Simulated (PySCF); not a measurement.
MoCl4H2, SMILES [Cl][MoH2]([Cl])([Cl])[Cl], multiplicity 1.

Geometry: B3LYP-D3(BJ)/def2-SVP. The spin state was assumed, not searched. The structure was generated by enumeration; whether it is a known compound was not checked. The def2 effective core potentials stand for the cores of Mo; spin–orbit coupling is left out.

Calculation: ωB97X/def2-TZVP run with PySCF.

Symmetry labels are those of the subgroup C2v that the program uses (full group C2v).

Computed valence orbital energies around the gap with their symmetry:
| orbital | symmetry | energy (eV) |
|---|---|---|
| HOMO−7 | B2 | -13.36 |
| HOMO−6 | B1 | -13.28 |
| HOMO−5 | A1 | -12.82 |
| HOMO−4 | A1 | -11.86 |
| HOMO−3 | B1 | -11.86 |
| HOMO−2 | B2 | -11.78 |
| HOMO−1 | A2 | -11.52 |
| HOMO | B1 | -10.83 |
| LUMO | B2 | -3.18 |
| LUMO+1 | A2 | -3.09 |
| LUMO+2 | A1 | -1.71 |
| LUMO+3 | A1 | 0.19 |
